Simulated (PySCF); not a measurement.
A structure optimised at PBE0-D3(BJ)/def2-SVP, used in a PySCF frequency run:

```xyz
13

C     -1.1666    -1.5674     0.5357
Si    -0.5562    -0.0269    -0.3461
N     -1.4002     1.3652     0.2772
Si     1.7877     0.1190    -0.1095
H     -2.2587    -1.6587     0.4314
H     -0.9255    -1.5282     1.6098
H     -0.6955    -2.4711     0.1187
H     -0.8736    -0.0891    -1.8084
H     -1.2928     1.5915     1.2611
H     -1.3760     2.2184    -0.2719
H      2.3257     1.3321    -0.8065
H      2.1479     0.2441     1.3420
H      2.5076    -1.0794    -0.6518
```

Question: Write its SMILES and formula.

Answer: C[Si@@H](N)[SiH3], CH9NSi2

Question: What are its rotational constants (standard atomic weights)?

Answer: 5.3311, 2.6875, 2.0240 GHz
